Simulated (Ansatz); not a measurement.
`C[Si]S` + `O[SiH3]` → `[SiH3]O[Si]S` + CH₄ at 500 K and 1 bar (ligand exchange at the Si–C bond).

Program: Ansatz. Geometries: PBE0-D4/def2-TZVP. ΔE: electronic, gas phase. CCSD(T)/CBS is the MP2 limit (def2-TZVPP, def2-QZVPP) plus CCSD(T) − MP2 in def2-TZVPP, frozen cores. This one scheme is used for every species. One conformer a species, not always the lowest.

| species | CCSD(T)/CBS energy (Eh) | H − E (kJ/mol) | S (J/(mol·K)) |
| --- | --- | --- | --- |
| `C[Si]S` | -727.30578 | 153.9 | 348.7 |
| `O[SiH3]` | -366.69042 | 127.5 | 292.9 |
| `[SiH3]O[Si]S` | -1053.58849 | 147.4 | 412.9 |
| CH₄ | -40.46206 | 135.6 | 206.8 |

H − E and S are ideal-gas, rigid-rotor, harmonic terms from PBE0-D4/def2-TZVP, for one conformer and one mirror image of each species. 1 Eh = 2625.50 kJ/mol, R = 8.31446 J/(mol·K).

**Question.** By hand: ΔE, ΔH, ΔS and ΔG.

**Answer.** ΔE = (-1053.58849) + (-40.46206) − (-727.30578) − (-366.69042) = -0.05435 Eh = -142.7 kJ/mol. Δ(H − E) = 147.4 + 135.6 − 153.9 − 127.5 = 1.6, so ΔH = -141.1 kJ/mol. ΔS = 412.9 + 206.8 − 348.7 − 292.9 = -21.9 J/(mol·K). ΔG = -141.1 − 500 × (-21.9)/1000 = -130.2 kJ/mol.

**Question.** By hand: the equilibrium constant, and the temperature at which ΔG would vanish if ΔH and ΔS stayed fixed.

**Answer.** log₁₀ K = −ΔG/(RT ln 10) = 13.6. ΔG = 0 at ΔH/ΔS = 6443 K, far beyond where these terms or the molecules hold.

ΔH outweighs TΔS. A doubt of 5 kJ/mol in ΔE shifts log₁₀ K by 0.5 here. Other conformers and mirror images would add mixing entropy, several J/(mol·K) or more a flexible species. Modes under 60 cm⁻¹, often nearly free rotors, make the harmonic entropy too high. These are equilibria of isolated gas molecules and say nothing of rates. Largest T1 diagnostic: 0.015 (customary marks: 0.02 for closed shells, 0.045 for open ones).
